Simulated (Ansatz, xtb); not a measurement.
C3H2F4S: which of two isomers lies lower

We compare I, `FCC(=S)C(F)(F)F`, a singlet, with II, `FC(F)(F)[C@]1(F)CS1`, a singlet. Both are isolated molecules in the gas phase, relaxed with PBE0-D3(BJ)/def2-SVP; the shapes shown needn't be the lowest conformers.

I (Å):

```xyz
10

C    -1.7395   -0.2776    1.2808
C    -1.1648    0.8225    0.4306
C    -2.1888    1.7411   -0.2358
F    -2.9784    0.0162    1.7633
F    -3.1159    1.0005   -0.8481
F    -1.6418    2.5391   -1.1357
F    -2.7896    2.4971    0.6787
S     0.4170    0.9786    0.1732
H    -1.8038   -1.1861    0.6520
H    -1.0490   -0.4874    2.1129
```

II (Å):

```json
{"atom": "C", "x (Å)": "0.5828", "y (Å)": "-0.4586", "z (Å)": "1.2774"}
{"atom": "C", "x (Å)": "-0.0681", "y (Å)": "-0.1441", "z (Å)": "-0.0602"}
{"atom": "C", "x (Å)": "0.5611", "y (Å)": "-0.5849", "z (Å)": "-1.3162"}
{"atom": "F", "x (Å)": "0.2450", "y (Å)": "0.4372", "z (Å)": "2.1956"}
{"atom": "F", "x (Å)": "1.9074", "y (Å)": "-0.4789", "z (Å)": "1.1699"}
{"atom": "F", "x (Å)": "0.1835", "y (Å)": "-1.6570", "z (Å)": "1.7009"}
{"atom": "F", "x (Å)": "-1.4022", "y (Å)": "-0.2692", "z (Å)": "0.0570"}
{"atom": "S", "x (Å)": "0.5763", "y (Å)": "1.2115", "z (Å)": "-1.0247"}
{"atom": "H", "x (Å)": "-0.1274", "y (Å)": "-0.9354", "z (Å)": "-2.0920"}
{"atom": "H", "x (Å)": "1.5317", "y (Å)": "-1.0897", "z (Å)": "-1.2739"}
```

Task: Which of the two would you expect CCSD(T)/def2-SVP + ΔMP2/def2-TZVPP electronic energies to favour?

Result: Structure II; the calculation gives E(II) − E(I) = −5.3 kcal/mol.

Level by level:

```tsv
level	geometry	E(II) − E(I) (kcal/mol)	departure from the last row (kcal/mol)	job, with rough time for the two
GFN2-xTB	GFN2-xTB	−5.9	−0.5	optimisation, 0.23 s
HF/STO-3G	GFN2-xTB	−16.6	−11.3	single point, 0.73 s
r2SCAN-D4/def2-SVP	GFN2-xTB	−6.9	−1.5	single point, 4.5 s
PBE0-D3(BJ)/def2-SVP	PBE0-D3(BJ)/def2-SVP	−8.1	−2.8	optimisation, 58 s
HF/def2-SVP	PBE0-D3(BJ)/def2-SVP	−1.8	+3.5	part of the CCSD(T) run
MP2/def2-SVP	PBE0-D3(BJ)/def2-SVP	−3.9	+1.4	part of the CCSD(T) run
CCSD(T)/def2-SVP	PBE0-D3(BJ)/def2-SVP	−2.0	+3.3	single point
CCSD(T)/def2-SVP + ΔMP2/def2-TZVPP	PBE0-D3(BJ)/def2-SVP	−5.3		single point, 84 s
```

As drawn, II has 2 C–S in place of 1 C=S. Structure I has no ring, II a 3-membered ring.

The levels shown agree on the order. The largest departure from CCSD(T)/def2-SVP + ΔMP2/def2-TZVPP is that of HF/STO-3G, 11.3 kcal/mol. The last row adds to CCSD(T) the change of the MP2 difference between the two basis sets, here −3.3 kcal/mol, a large step that makes the value less sure.

With thermal terms from frequencies at re-optimised GFN2-xTB minima (ideal gas, soft modes damped towards free rotors, one conformer each, 298.15 K, 1 atm): the zero-point term adds +0.2 kcal/mol; ΔH is −5.4 and ΔG −4.3 kcal/mol.

The correlated steps freeze 12 core orbitals. Mirror images aren't counted in ΔG. Programs: Ansatz 0.2.0, xtb 6.7.1; the last row on 2 threads of Intel(R) Xeon(R) Processor @ 2.70GHz on a shared host.
